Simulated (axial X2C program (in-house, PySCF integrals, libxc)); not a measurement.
# Outer orbitals of InTe⁻ at 2.663 Å, HF

Calculated with an axial X2C code built on PySCF integrals. Spin-free means the one-electron spin-free X2C Hamiltonian; two-component (2c) means X2C with spin–orbit coupling and atomic mean-field two-electron Coulomb and Gaunt terms, so the difference of the two also holds small scalar two-electron terms. Basis: Te dyall-acv3z [12s13p9d5f1g], In dyall-acv3z [12s13p10d5f1g] (cores contracted in-house); Gaussian nuclei, density fitting, unrestricted open shells. Masses: Te 129.906 u, In 114.904 u.

The distance is close to the 2c PBE0 minimum; the highest filled and lowest empty levels are listed.

Spin-free orbitals, state M_S = 0, Λ = 0 (closed shell) (Löwdin shares):

```csv
symmetry,occupied,ε (eV),atomic character
δ-α,yes,-23.16,100% In d
δ+α,yes,-23.16,100% In d
σα,yes,-23.04,99% In d
π+α,yes,-22.98,100% In d
π-α,yes,-22.98,100% In d
σα,yes,-14.84,"71% Te s, 10% In p, 8% In d"
σα,yes,-6.93,"50% In s, 37% Te p, 6% Te s"
π+α,yes,-2.91,"77% Te p, 12% In p, 7% In d"
π-α,yes,-2.91,"77% Te p, 12% In p, 7% In d"
σα,yes,-2.67,"39% Te p, 38% In p, 17% In s"
π+α,no,2.69,98% In p
π-α,no,2.69,98% In p
σα,no,2.69,"92% In p, 6% In s"
σα,no,3.21,"77% In s, 11% Te p, 6% In p"
```

One partner of each degenerate Kramers or spin pair is listed.

Spinors with spin–orbit coupling (state Ω = 0):

| ω | occupied | ε (eV) | atomic character | λ mixture |
| --- | --- | --- | --- | --- |
| 3/2 | yes | -23.67 | 100% In d | 85% δ, 15% π |
| 1/2 | yes | -23.55 | 99% In d | 57% π, 43% σ |
| 5/2 | yes | -22.77 | 100% In d | 100% δ |
| 1/2 | yes | -22.63 | 99% In d | 57% σ, 43% π |
| 3/2 | yes | -22.63 | 100% In d | 85% π, 15% δ |
| 1/2 | yes | -14.85 | 71% Te s, 10% In p, 8% In d | 100% σ |
| 1/2 | yes | -6.94 | 49% In s, 38% Te p, 6% Te s | 100% σ |
| 1/2 | yes | -3.34 | 72% Te p, 13% In p, 6% In d | 83% π, 17% σ |
| 3/2 | yes | -2.64 | 76% Te p, 13% In p, 7% In d | 100% π |
| 1/2 | yes | -2.56 | 44% Te p, 36% In p, 13% In s | 83% σ, 17% π |
| 1/2 | no | 2.69 | 98% In p | 95% π, 5% σ |
| 3/2 | no | 2.69 | 98% In p | 100% π |
| 1/2 | no | 2.70 | 93% In p, 5% In s | 95% σ, 5% π |
| 1/2 | no | 3.30 | 81% In s, 10% Te p, 6% In p | 100% σ |

One partner of each degenerate Kramers or spin pair is listed.

(1) How does the gap between the highest filled and lowest empty level change from the spin-free to the 2c table?

Mulliken charges and populations of the two-component result (they depend on the basis, above all on diffuse functions):

Te -0.98 e (s 9.95 p 23.00 d 20.03 f 0.01), In -0.02 e (s 9.80 p 19.12 d 20.08 f 0.02).

The state is one determinant whose occupation by symmetry is held fixed; it was picked as the lowest of a PBE0 search that is not exhaustive.

Answers

(1) From 5.36 to 5.25 eV at HF, a change of -0.11 eV.
